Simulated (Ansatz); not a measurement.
(ZnO)2 ring (Zn₂O₂). The state is a singlet with charge 0. Geometry r2SCAN-D4/def2-SVP, basis def2-TZVP, Ansatz.

```tsv
run	HOMO (eV)	LUMO (eV)
A	-9.01	-1.73
B	-9.02	-1.52
C	-5.55	-4.32
D	-9.32	-1.37
E	-5.69	-4.08
F	-9.96	-0.57
```

LC-ωPBE has ω = 0.4 bohr⁻¹.

Q: The runs used HF, LC-ωPBE, PBE, r2SCAN, ωB97M-V, ωB97X-V. Estimate which is which.

A: A ωB97M-V (range-separated); B ωB97X-V (range-separated); C PBE (0 % exact exchange); D LC-ωPBE (range-separated); E r2SCAN (0 % exact exchange); F HF (100 % exact exchange). Exact exchange lowers occupied and raises empty levels; among semilocal functionals meta-GGAs tend to open the gap a little, and such runs are hard to tell apart. The gap grows from 1.24 eV (PBE) to 9.40 eV (HF).
